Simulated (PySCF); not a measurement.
CdH6OSi2, SMILES [SiH3][O][Cd][SiH3]. Atoms are numbered in the order given.

```xyz
10

Cd    -0.1566     0.0892     0.3294
Si    -1.7154     1.3467     1.7956
H     -2.3851     0.4251     2.7592
H     -2.7635     2.0178     0.9723
H     -0.9776     2.3888     2.5676
O      1.1161    -0.9541    -0.7861
Si     1.6575    -1.1821    -2.3186
H      0.5656    -1.6281    -3.2469
H      2.7264    -2.2275    -2.3442
H      2.2352     0.0707    -2.9100
```

Geometry optimised at B3LYP-D3(BJ)/def2-SVP. The structure was generated by enumeration; whether it is a known compound was not checked. The def2 effective core potentials stand for the cores of Cd; spin–orbit coupling is left out. The values are those of a single conformer.

Level of theory: TDA-PBE/def2-SVPD run with PySCF 2.14.0.

Vertical excitations. Gas-phase values at a fixed geometry.

```csv
state,energy (eV),λ (nm),f,main pairs
S1,4.54,273,0.003,HOMO→LUMO 98 %
S2,4.68,265,0.001,HOMO→LUMO+1 97 %
S3,4.70,264,0.009,"HOMO−1→LUMO 54 %, HOMO→LUMO+2 44 %"
S4,4.80,258,0.020,"HOMO−1→LUMO+1 59 %, HOMO−1→LUMO 20 %, HOMO→LUMO+2 18 %"
S5,4.83,257,0.002,HOMO−1→LUMO+2 98 %
S6,5.06,245,0.078,"HOMO−1→LUMO+1 37 %, HOMO→LUMO+2 34 %, HOMO−1→LUMO 18 %"
S7,6.17,201,0.192,"HOMO−2→LUMO+1 55 %, HOMO−2→LUMO 33 %"
S8,6.22,199,0.086,HOMO−2→LUMO+2 85 %
S9,6.30,197,0.496,"HOMO−2→LUMO 45 %, HOMO−2→LUMO+1 30 %"
S10,6.31,197,0.014,HOMO→LUMO+3 93 %
T1,4.32,287,0,HOMO→LUMO 99 %
T2,4.39,282,0,HOMO−1→LUMO 98 %
T3,4.59,270,0,HOMO→LUMO+2 93 %
T4,4.63,268,0,HOMO→LUMO+1 93 %
```
Triplets are in the Tamm–Dancoff approximation.
